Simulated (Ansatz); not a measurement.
A run for Ansatz (an electronic-structure program): R-r2SCAN/def2-TZVPP on CH4SSi (SMILES C[Si]S), a point of a torsion scan.

Ansatz 0.2 input:
```yaml
crystal:
  periodic: [false, false, false]
  atoms:
    - {symbol: C, position_ang: [-1.01966639, -0.05357157, -0.04768851]}
    - {symbol: Si, position_ang: [0.20154994, 1.42598444, 0.03709941]}
    - {symbol: S, position_ang: [-0.54958664, 2.68423099, -1.59663650]}
    - {symbol: H, position_ang: [-0.55348616, -0.88567137, -0.57510734]}
    - {symbol: H, position_ang: [-1.96882816, 0.16493571, -0.53881689]}
    - {symbol: H, position_ang: [-1.24245825, -0.40916610, 0.95700908]}
    - {symbol: H, position_ang: [-1.54434231, 1.92809477, -2.04546607]}
basis:
  gaussian:
    orbitals: def2-TZVPP
hamiltonian:
  xc: {name: r2SCAN}
scf: {lower_state_search: off}
```

The log:

```
WARN ansatz: RAYON_NUM_THREADS=1 ignored (pool sized by the plan → 1); use --threads N
Functional definition: r2SCAN
these checks for a lower state are left out or cut short: stability, starts, cluster_reference, orbital_swaps, neighbouring_geometries, increment
integrals: 0.08 GiB planned
988 factors; their error is unknown
mean field: 0.60 GiB planned
mean field evaluation 1: about -19805.8993 eV, gradient 5.8e1 eV
mean field evaluation 2: about -19794.6375 eV, gradient 7.9e1 eV
mean field evaluation 4: about -19813.6706 eV, gradient 7.0e0 eV
mean field evaluation 8: about -19813.8068 eV, gradient 1.6e-1 eV
mean field evaluation 16: about -19813.7795 eV, gradient 5.1e-4 eV
mean field -19813.77946940 eV, -728.1429652384 hartree, gradient 4.1e-6 eV, S^2 0.000000; 0 other end points of the search recorded, 0 dependent functions left out
reference -19813.77947941 eV, -728.1429656063 hartree; 20, 20 occupied and 151, 151 virtual orbitals, 988 factors
Total energy: -19813.77947941 eV, -728.1429656063 hartree
Checks for a lower state left out: stability, starts, cluster_reference, orbital_swaps, neighbouring_geometries, increment
```

Self-consistency was reached.

Cost: around 4 core-seconds (rough).
